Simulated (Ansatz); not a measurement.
The cluster Fe2S⁺. Total charge 1; doublet. Geometry r2SCAN-D4/def2-TZVP.

Cartesian coordinates in Å:
```
Fe -0.933 1.015 0.295
Fe 0.949 -0.167 -1.030
S -0.016 -0.847 0.735
```

The 6-31G sets use Cartesian d functions. B3LYP takes the VWN-RPA correlation. At HF/6-31G, revPBE-D4/def2-TZVP, B97M-V/def2-TZVP, B3LYP-D4/6-31G and others the charge 1 doublet is spin-contaminated (final ⟨S²⟩ up to 4.44, 0.75 for a pure state). At revPBE-D4/def2-TZVP an occupied level lies above an empty one. The structure comes from a short search, and lower isomers may exist.

Task: Estimate the α-spin orbital energies around the gap (eV) in Ansatz with HF/6-31G, revPBE-D4/def2-TZVP, B97M-V/def2-TZVP, B3LYP-D4/6-31G, PBE0-D4/def2-SVP.

Result: 
```csv
orbital,HF/6-31G,revPBE-D4/def2-TZVP,B97M-V/def2-TZVP,B3LYP-D4/6-31G,PBE0-D4/def2-SVP
HOMO−13,-81.04,-60.66,-62.67,-63.70,-64.00
HOMO−12,-80.86,-60.23,-62.22,-63.29,-63.65
HOMO−11,-80.64,-60.18,-62.21,-63.12,-63.62
HOMO−10,-29.48,-22.30,-23.18,-24.32,-24.04
HOMO−9,-24.57,-14.27,-15.07,-16.85,-17.04
HOMO−8,-24.01,-13.94,-14.80,-16.71,-17.01
HOMO−7,-23.42,-13.81,-14.79,-16.55,-16.78
HOMO−6,-22.82,-13.24,-14.19,-16.38,-16.36
HOMO−5,-22.62,-12.67,-13.41,-15.51,-15.22
HOMO−4,-22.40,-12.22,-12.69,-13.52,-13.56
HOMO−3,-21.34,-11.99,-12.60,-13.35,-13.36
HOMO−2,-15.28,-11.59,-11.80,-12.39,-12.34
HOMO−1,-14.69,-9.90,-10.15,-10.94,-11.42
HOMO,-14.37,-9.65,-10.07,-10.57,-10.53
LUMO,-5.27,-8.65,-8.71,-8.01,-7.68
LUMO+1,-4.47,-8.61,-7.74,-6.88,-6.34
LUMO+2,-3.01,-8.50,-7.64,-6.48,-5.96
LUMO+3,-2.81,-8.16,-7.09,-6.31,-5.76
LUMO+4,-1.95,-7.23,-7.00,-5.80,-5.22
LUMO+5,-1.35,-5.52,-5.43,-5.37,-4.42
β HOMO,-12.66,-10.29,-10.92,-11.94,-12.09
β LUMO,-5.33,-9.74,-9.49,-8.65,-8.18
```
